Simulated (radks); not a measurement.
Br4+, 31 electrons, occupied as [Ar] 3d10 4s2 5p1 (not the ground configuration). Calculated with a radial shooting solver on a logarithmic mesh with Libxc functionals: scalar-relativistic Kohn-Sham, BLYP, spin-polarised, spherical densities, finite nucleus; open shells are filled with parallel spins first; Fermi nuclear charge, rms radius 4.1629 fm.

Local quantities along the radius. ELF = 1/(1 + alpha^2) is the electron localisation function; alpha = (tau - tau_W)/tau_unif compares the Pauli kinetic energy density with that of the uniform gas (summed over spins); -r V(r) is the screened charge that the Kohn-Sham potential of spin up presents (atomic units); 4 pi r^2 rho is in e/bohr; s = |grad rho|/(2 (3 pi^2)^(1/3) rho^(4/3)) is the reduced gradient. tau is taken from the large components.

r (bohr)    ELF    alpha  -r V(r)  4 pi r^2 rho       s
0.001663  1.000  0.01920    34.80         1.126  0.5579
0.001905  1.000  0.01927    34.77         1.440  0.5369
0.0022    1.000  0.01946    34.72         1.863  0.5182
0.002541  1.000  0.01978    34.67         2.404  0.5029
0.002911  1.000  0.02023    34.62         3.046  0.4911
0.003362  1.000  0.02088    34.55         3.899  0.4815
0.003883  1.000  0.02175    34.47         4.967  0.4744
0.004485  0.999  0.02287    34.38         6.290  0.4699
0.005138  0.999  0.02421    34.28         7.816  0.4678
0.005934  0.999  0.02603    34.16         9.766  0.4679
0.006853  0.999  0.02836    34.03         12.10  0.4704
0.007851  0.999  0.03118    33.88         14.68  0.4751
0.009067  0.999  0.03506    33.70         17.81  0.4826
0.01047   0.998  0.04018    33.50         21.33  0.4931
0.012     0.998  0.04663    33.28         24.95  0.5060
0.01385   0.997  0.05593    33.01         28.97  0.5231
0.016     0.995  0.06899    32.71         32.99  0.5442
0.01848   0.992  0.08783    32.38         36.76  0.5699
0.02117   0.987   0.1139    32.02         39.79  0.5986
0.02445   0.976   0.1556    31.59         42.13  0.6336
0.02824   0.953   0.2209    31.11         43.31  0.6725
0.03235   0.908   0.3181    30.61         43.23  0.7100
0.03736   0.813   0.4802    30.03         41.94  0.7438
0.04315   0.654   0.7281    29.38         39.79  0.7580
0.04943   0.479    1.043    28.70         37.57  0.7347
0.05709   0.343    1.383    27.92         35.87  0.6533
0.06593   0.294    1.548    27.07         35.68  0.5212
0.07614   0.333    1.417    26.16         37.55  0.3866
0.08724   0.443    1.122    25.25         41.09  0.3071
0.1007    0.597   0.8209    24.22         45.81  0.2897
0.1164    0.721   0.6220    23.11         49.92  0.3257
0.1333    0.780   0.5303    22.01         51.60  0.3901
0.154     0.783   0.5267    20.77         49.88  0.4765
0.1778    0.709   0.6411    19.49         44.68  0.5674
0.2037    0.543   0.9168    18.24         38.03  0.6281
0.2352    0.337    1.402    16.88         31.65  0.6033
0.2717    0.249    1.735    15.49         28.29  0.4462
0.3138    0.315    1.475    14.13         28.76  0.2689
0.3595    0.491    1.018    12.89         31.56  0.2103
0.4151    0.671   0.7008    11.59         34.39  0.2524
0.4794    0.759   0.5629    10.35         34.56  0.3446
0.5493    0.776   0.5368    9.281         31.32  0.4538
0.6344    0.738   0.5964    8.301         25.10  0.5897
0.7326    0.630   0.7669    7.490         17.94  0.7463
0.8394    0.461    1.081    6.872         12.01  0.8978
0.9694    0.285    1.583    6.355         7.535   1.012
1.119     0.208    1.950    5.962         4.853   1.033
1.293     0.247    1.746    5.663         3.325   1.038
1.481     0.382    1.273    5.428         2.348   1.174
1.711     0.447    1.113    5.199         1.497   1.534
1.976     0.118    2.738    5.025        0.8360   2.032
2.263     0.014    8.447    4.862        0.4754   1.991
2.614     0.025    6.234    4.586        0.3757  0.6509
3.019     0.226    1.851    5.012        0.4328  0.3606
3.459     0.472    1.058    4.814        0.4441  0.8797
3.994     0.502   0.9968    4.662        0.3444   1.641
4.613     0.376    1.288    4.533        0.1940   2.780
5.327     0.181    2.131    4.422       0.07813   4.795
6.104     0.052    4.291    4.338       0.02381   8.561
7.049     0.007    11.63    4.262      0.004621   17.47
8.141     0.001    42.18    4.198     0.0005791   40.48

On this mesh the ELF has minima near r = 0.066, 0.27, 1.1, 2.3 bohr, which separate the shells, and maxima near 0.15 (0.78), 0.55 (0.78), 1.7 (0.45), 4.0 (0.50).
